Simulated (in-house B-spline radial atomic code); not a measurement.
# Ionising Xe3+ with different functionals

Computed with an all-electron radial atomic-structure program (B-spline basis): scalar-relativistic (spin-free X2C) Hamiltonian, Fermi nucleus of rms radius 4.7859 fm, spin-polarised at highest spin, spherical fractional occupations for the functionals, and exact exchange of hybrids averaged over the configuration. The ionisation energy is the difference of two self-consistent energies, [Kr] 4d10 5s2 5p3 → [Kr] 4d10 5s2 5p2, without Breit or QED terms; ε is the level of the shell that loses the electron (its least bound occupied spin orbital). There is no spin-orbit coupling in this Hamiltonian.

```
   method                    rung  ΔSCF (eV)  -ε(5p) (eV)
     PBE0           global hybrid      43.53        39.64
    B3LYP           global hybrid          ?            ?
    TPSSh           global hybrid      43.53        38.83
BHandHLYP           global hybrid      43.36        40.84
  r2SCAN0           global hybrid      43.87        40.02
    B97-1           global hybrid      43.35        39.24
    HSE06  range-separated hybrid          ?            ?
    wB97X  range-separated hybrid      43.15        41.89
CAM-B3LYP  range-separated hybrid      43.39        40.90
  LC-wPBE  range-separated hybrid      43.53        42.56
```

(1) What does B3LYP give?

(2) What does HSE06 give?

(3) Among the functionals, which spreads more, the ΔSCF values or the orbital energies?

(4) How do they compare with the NIST value?

Answers

(1) ΔSCF 43.38 eV, and -ε(5p) = 39.16 eV.

(2) ΔSCF 43.46 eV, and -ε(5p) = 39.17 eV.

(3) The orbital energies: ΔSCF values span about 0.72 eV and the orbital energies 3.73 eV; here energy differences depend much less on the functional than eigenvalues do.

(4) NIST lists 42.2 eV ± 0.2 (measured, ground level to ground level). Errors run from +0.95 to +1.67 eV. The correlated functionals all miss on the same side by more than they spread, so the cause is common to them (spin-orbit coupling, Breit-QED terms, multiplet and fine-structure energies, or a listed next ion that isn't the cheapest removal here) and closeness doesn't rank the functionals.
